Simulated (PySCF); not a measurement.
A ladder of Hamiltonians for O⁶⁺ (oxygen, charge +6)

Occupied: 1s1/2. Hartree-Fock calculated with PySCF 2.14 in an even-tempered Gaussian basis (16 s from 0.18 bohr⁻², ratio 2.7; 10 p from 0.22 bohr⁻², ratio 2.7), Gaussian nucleus throughout. NR is non-relativistic, sf-X2C the spin-free one-electron X2C Hamiltonian, X2C adds the bare one-electron spin-orbit term, X2C-SNSO screens it by Boettger's factors, DC is four-component Dirac-Coulomb, and the Gaunt and Breit terms are added at first order (total energies over the DC spinors, levels after relaxing the spinors in that mean field). QED terms are absent. Levels marked empty are virtual spinors of this ion.

```tsv
Hamiltonian	E (hartree)
NR	-59.1108
sf-X2C	-59.1565
X2C	-59.1565
X2C-SNSO	-59.1565
DC	-59.1595
DC+Gaunt	-59.1534
DC+Breit	-59.1534
```

| level (eV) | NR | sf-X2C | X2C | X2C-SNSO | DC | DC+Gaunt | DC+Breit |
| --- | --- | --- | --- | --- | --- | --- | --- |
| 1s1/2 | -739.24 | -739.75 | -739.75 | -739.75 | -739.83 | -739.67 | -739.67 |
| 2s1/2 (empty) | -137.86 | -137.98 | -137.98 | -137.98 | -137.98 | -137.97 | -137.97 |
| 2p1/2 (empty) | -125.84 | -125.87 | -125.94 | -125.93 | -125.92 | -125.90 | -125.91 |
| 2p3/2 (empty) | -125.84 | -125.87 | -125.84 | -125.84 | -125.85 | -125.84 | -125.84 |
| 3s1/2 (empty) | -58.566 | -58.605 | -58.605 | -58.605 | -58.606 | -58.603 | -58.603 |

Problem. How large are the two-electron picture-change error of X2C and the Breit correction in the total energy?

Solution. X2C-1e lies 0.0030 hartree above Dirac-Coulomb; Gaunt adds 0.0060 and the full Breit term 0.0060 hartree.

```json
{"interval (eV)": "2p3/2 − 2p1/2", "X2C": "0.09476", "X2C-SNSO": "0.08290", "DC": "0.07449", "DC+Gaunt": "0.06441", "DC+Breit": "0.06441"}
```

Weight of the small component: 1s1/2 0.000788, 2s1/2 0.000138, 2p1/2 0.000131, 2p3/2 0.000131, 3s1/2 5.75e-05.

Koopmans' value for the highest occupied level at DC+Breit: 739.67 eV, against an ionisation energy of 739.33 eV (theoretical estimate listed by NIST; NIST Atomic Spectra Database, ionization energies); the former lacks relaxation, correlation, QED and recoil.

The whole ladder took 22 s of wall time on 1 thread of Neoverse-V1 (shared host), launched as `OMP_NUM_THREADS=1 python relrun2.py TASK.json OUT` (a driver that calls PySCF for each Hamiltonian).
